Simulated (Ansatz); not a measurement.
`[OH][Al]([SH])[SH]` at its PBE0-D4/def2-TZVP geometry, where that method's forces vanish. The species carries charge 0 and has multiplicity 1.

```xyz
7

O     0.7701    1.3482   -0.7930
Al   -0.0528    0.0732   -0.0550
S     1.1197   -1.3952    1.0341
S    -2.2195   -0.1005   -0.1856
H     0.3570    2.0485   -1.2945
H     2.2634   -0.7483    0.7443
H    -2.2379   -1.2260    0.5497
```

(1) What forces (eV/Å) does PBE-D4/def2-TZVPP give on these atoms in Ansatz 0.2.0? (Estimate.)

Results:

(1) The calculation gave: 
```
O1   0.413  0.000  0.045
Al2 -0.122 -0.172  0.099
S3  -0.088 -0.269  0.165
S4  -0.224  0.189 -0.149
H5  -0.190  0.341 -0.243
H6   0.210  0.119 -0.054
H7   0.001 -0.208  0.136
```
